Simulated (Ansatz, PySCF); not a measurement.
This PySCF input computes a PBE0/def2-TZVPD energy:

```python
from pyscf import gto, scf, dft

mol = gto.M(
    atom='''
    Si   -0.03514772   -0.74542957    0.00249392
    Br    0.15540852    0.59731021   -1.78754132
    Br   -0.08191809    0.54759251    1.81678731
    N     1.33987864   -1.76618162   -0.18921778
    N    -1.41350687   -1.71596770    0.04752970
    H     2.23068219   -1.36608665    0.10831877
    H    -1.49606120   -2.51607636   -0.56016988
    H    -2.29931991   -1.37837263    0.38514288
    ''',
    basis='def2-tzvpd',
    charge=0,
    spin=1,
    verbose=4,
)

mf = dft.UKS(mol, xc='pbe0').density_fit(auxbasis='def2-universal-jkfit')
mf.grids.level = 3
mf.conv_tol = 1e-9
mf.max_cycle = 100
mf.max_memory = 1500
mf.kernel()
if not mf.converged:
    mf = mf.newton()
    mf.kernel(mf.make_rdm1())
for _ in range(2):
    mo, _, stable, _ = mf.stability(return_status=True)
    if stable:
        break
    mf.kernel(mf.make_rdm1(mo, mf.mo_occ))
mf.analyze()
```

Problem. Write an input for the same energy in Ansatz (an electronic-structure program) and say what it gives.

Solution. 
Ansatz 0.2 input:
```yaml
crystal:
  periodic: [false, false, false]
  atoms:
    - {symbol: Si, position_ang: [-0.03514772, -0.74542957, 0.00249392]}
    - {symbol: Br, position_ang: [0.15540852, 0.59731021, -1.78754132]}
    - {symbol: Br, position_ang: [-0.08191809, 0.54759251, 1.81678731]}
    - {symbol: N, position_ang: [1.33987864, -1.76618162, -0.18921778]}
    - {symbol: N, position_ang: [-1.41350687, -1.71596770, 0.04752970]}
    - {symbol: H, position_ang: [2.23068219, -1.36608665, 0.10831877]}
    - {symbol: H, position_ang: [-1.49606120, -2.51607636, -0.56016988]}
    - {symbol: H, position_ang: [-2.29931991, -1.37837263, 0.38514288]}
basis:
  gaussian:
    orbitals: def2-TZVPD
hamiltonian:
  xc: {name: PBE0}
magnetization: {spin_polarized: true, initial_magnetization: 1}
output: {forces: true}
```
It gives -5548.42884 Eh, and PySCF -5548.42891 Eh, a difference of 0.07 mEh, from the treatment of integrals and grids.

It need not be the lowest isomer of its formula.
